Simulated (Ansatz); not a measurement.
The first iterations of a band of BFH3N + FH (8 atoms, charge 0, multiplicity 1).

Computed with RKS r2SCAN-D4/def2-SVP (Ansatz 0.2.0).

- movable images: 7
- climbing image: yes
- spring: 5.0 eV/Å²
- optimiser: quadratic models (default)
- start path: through a guess of the saddle point
- force threshold: 0.03 eV/Å
- iteration limit: 60
- end points: relaxed

Image 0:

```xyz
8
Properties=species:S:1:pos:R:3
B 0.040 -0.257 0.236
N 0.010 -0.126 1.646
H -0.824 -0.366 2.175
H 0.863 -0.145 2.195
H 1.072 -0.168 -0.376
F -1.106 -0.481 -0.400
F -0.307 2.463 0.776
H -0.207 1.679 1.287
```

Image 8:

```xyz
8
Properties=species:S:1:pos:R:3
B 0.040 0.401 0.086
N -0.107 0.212 1.758
H -0.364 -0.747 2.000
H 0.765 0.447 2.236
H 0.941 -0.364 -0.240
F -1.219 0.066 -0.364
F 0.327 1.744 -0.037
H -0.841 0.839 2.098
```

| iteration | highest image above the first end (eV) | largest band force component (eV/Å) |
| --- | --- | --- |
| 1 | 2.304 | 5.082 |
| 2 | 0.850 | 2.355 |
| 3 | 0.479 | 2.809 |
| 4 | 0.310 | 1.176 |

Q: Does the band converge within its limit, and where does its top end?

A: It converged. It ended after 13 iterations with the highest image 0.316 eV above the first end. A vibrational analysis at the climbing image gives one clearly imaginary mode, 621i cm⁻¹: a first-order saddle point. The orbitals stay closed-shell, which can raise the energy where a bond breaks towards radicals; this wasn't checked here.

Time of the run: 110 s on 2 threads of Intel(R) Xeon(R) Platinum 8488C (Sapphire Rapids) (shared host), peak memory 0.17 GiB.
